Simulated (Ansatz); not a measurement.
Born–Oppenheimer molecular dynamics of B₂H₆OSi (10 atoms, charge 0, multiplicity 1). It starts from a relaxed structure.

Theory: Ansatz, RKS revPBE-D4/6-31G*.

```
ensemble                      : NVE (velocity Verlet)
time step                     : 0.5 fs
steps asked                   : 150
starting velocities drawn for : 200 K
masses                        : H 3.016 u
seed                          : 384282
```

First frame:

```xyz
10
Properties=species:S:1:pos:R:3
B -1.567 1.331 0.664
O -0.264 1.110 0.325
Si 0.375 -0.086 -0.715
B 1.536 -1.425 0.243
H -2.451 0.644 0.192
H -1.795 2.226 1.445
H -0.751 -0.788 -1.430
H 1.195 0.643 -1.745
H 2.063 -2.297 -0.406
H 1.742 -1.408 1.430
```

Task: How far do the bonds stretch over the last three quarters of this one trajectory? (Pairs bonded in most of those frames.)

Result: 
| bond | mean (Å) | spread (Å) | shortest | longest |
| --- | --- | --- | --- | --- |
| B1–O2 | 1.365 | 0.010 | 1.35 | 1.38 |
| B1–H5 | 1.216 | 0.009 | 1.20 | 1.23 |
| B1–H6 | 1.211 | 0.013 | 1.19 | 1.23 |
| O2–Si3 | 1.708 | 0.022 | 1.68 | 1.75 |
| Si3–B4 | 2.026 | 0.041 | 1.98 | 2.09 |
| Si3–H7 | 1.508 | 0.012 | 1.49 | 1.53 |
| Si3–H8 | 1.508 | 0.009 | 1.49 | 1.52 |
| B4–H9 | 1.211 | 0.020 | 1.18 | 1.25 |
| B4–H10 | 1.209 | 0.023 | 1.17 | 1.25 |

Mean temperature of the second half: 92 K. The conserved energy stayed within 0.027 meV per atom of its start (net change 0.018 meV per atom), so the integration is sound. The temperature averaged 0.46 of the 200 K drawn at the start: a run that starts near a minimum puts about half its kinetic energy into the potential. A run of 0.075 ps of so small a system gives no equilibrium averages.

Run time: 2 min on 1 thread of Intel(R) Xeon(R) 6975P-C (Granite Rapids) (shared host), peak memory 0.11 GiB.
